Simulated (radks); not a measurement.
Results of a calculation; reference values are marked as such.
Task: The palladium ion Pd4+ is in [Kr] 4d6. Code: a radial shooting solver on a logarithmic mesh with Libxc functionals. Model: scalar-relativistic Kohn-Sham, PBEsol, spin-polarised, spherical densities, finite nucleus; Fermi nuclear charge, rms radius of each element as measured or else 0.836 A^(1/3) + 0.57 fm. Open shells are filled with parallel spins first. One electron is removed from 4p, 3d, 4s, 4d in turn, with full relaxation. Which removal costs least, and what does each cost?

Result: 4d 63.047 eV; 4p 115.06 eV; 4s 150.50 eV; 3d 405.46 eV. The 4d electron leaves first.
